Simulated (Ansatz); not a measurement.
`[OH][Ta]([OH])([OH])([OH])[Cl]`. Total charge 0; spin multiplicity 1. Correlated methods include outer-core shells of Ta, which these sets cover unevenly. Ta: def2 effective core potential.

Z-matrix (Å, degrees):
```
Ta
O 1 1.902
O 1 1.896 2 94.2
Cl 1 2.401 2 83.0 3 123.7
O 1 1.902 2 166.0 3 123.8
O 1 1.896 2 93.7 3 -112.5
H 1 2.534 2 75.5 3 -2.2
H 1 2.534 2 112.4 3 -114.3
H 2 0.956 1 135.4 3 -126.4
H 5 0.956 1 135.4 2 -2.7
```

Problem. Give the diagnostics of a CCSD(T)/def2-TZVPP run (frozen core, Ansatz). (An estimate is asked.)

Solution. Ansatz gave: T1 = 0.0182, largest single amplitude 0.046, largest double 0.026, (T) share of the correlation energy 4.2 %, 12 CCSD cycles. The RHF solution is stable towards an unrestricted one. T1 lies under the customary mark of 0.02 for closed shells.
